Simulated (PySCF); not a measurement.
## I²⁺ (iodine, charge +2): UHF calculation

Configuration: [Kr] 4d10 5s2 5p3, high-spin 4S determinant. All numbers are calculated (PySCF 2.14, a scalar-relativistic core potential, in aug-cc-pVQZ-PP with ECP28MDF).

```
Total energy             : -293.662923 hartree
One-electron energy      : -495.7584 hartree
Hartree (Coulomb) energy : 222.6284 hartree
Exchange energy          : -20.5329 hartree
⟨S²⟩                     : 3.7515
⟨L²⟩                     : 0.000
Sum of ⟨r⟩               : 26.17 bohr
Sum of ⟨r²⟩              : 40.21 bohr²
```

```json
{"shell": "4s α", "electrons": "1", "mean orbital energy (eV)": "-231.32", "rms radius, mean of both spins (bohr)": "0.796"}
{"shell": "4s β", "electrons": "1", "mean orbital energy (eV)": "-230.54", "rms radius, mean of both spins (bohr)": "0.796"}
{"shell": "4p α", "electrons": "3", "mean orbital energy (eV)": "-172.09", "rms radius, mean of both spins (bohr)": "0.853"}
{"shell": "4p β", "electrons": "3", "mean orbital energy (eV)": "-171.30", "rms radius, mean of both spins (bohr)": "0.853"}
{"shell": "4d α", "electrons": "5", "mean orbital energy (eV)": "-82.920", "rms radius, mean of both spins (bohr)": "0.995"}
{"shell": "4d β", "electrons": "5", "mean orbital energy (eV)": "-82.315", "rms radius, mean of both spins (bohr)": "0.995"}
{"shell": "5s α", "electrons": "1", "mean orbital energy (eV)": "-45.287", "rms radius, mean of both spins (bohr)": "2.03"}
{"shell": "5s β", "electrons": "1", "mean orbital energy (eV)": "-37.239", "rms radius, mean of both spins (bohr)": "2.03"}
{"shell": "5p α", "electrons": "3", "mean orbital energy (eV)": "-30.313", "rms radius, mean of both spins (bohr)": "2.34"}
```

Energies and moments cover only the electrons outside the core potential.
